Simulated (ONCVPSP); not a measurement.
# Plane-wave convergence, ONCV potential for copper (Cu)

- Element: copper
- Generator: ONCVPSP 4.0.1
- Type: optimised norm-conserving Vanderbilt (ONCV)
- Functional: revPBE
- Relativity: scalar-relativistic
- Frozen core: [Ne] 3s2
- Valence charge: 17
- Reference configuration: 3p6 3d10 4s1
- Partial waves: 4s: rc 2.40 bohr, ncon 4, nbas 8, qcut 3.1 1/bohr, 2 projectors, debl 2.5 Ha; 3p: rc 1.05 bohr, ncon 4, nbas 7, qcut 16 1/bohr, 1 projector; 3d: rc 0.90 bohr, ncon 4, nbas 8, qcut 19.4 1/bohr, local
- Local potential: the d channel
- Core correction: none

Problem. For each optimised wave give the share of its norm inside rc, the residual kinetic energy above qcut (Ha) and the cutoffs (Ha) for errors of 10, 1, 0.1 and 0.01 mHa per electron.

Solution.

| wave | norm inside rc | residual KE | 10 mHa | 1 mHa | 0.1 mHa | 0.01 mHa |
| --- | --- | --- | --- | --- | --- | --- |
| 4s | 0.380 | 3.9e-04 | 2.3 | 4.1 | 14.0 | 29.2 |
| s projector 2 | 0.180 | 4.9e-02 | 6.1 | 28.2 | 39.0 | 44.0 |
| 3p | 0.847 | 5.3e-08 | 35.7 | 44.8 | 53.9 | 89.1 |
| 3d | 0.528 | 1.8e-05 | 104.5 | 127.3 | 147.5 | 490.8 |

The occupied waves need 127 Ha and 147 Ha for 1 and 0.1 mHa. Note: ghosts flagged at negative energy: s at -413.3 eV; GHOST(+) flagged for s at 97.3 eV. A true bound ghost makes a file unfit for plane-wave use. 2 of 4 tests not solved or not reliable.
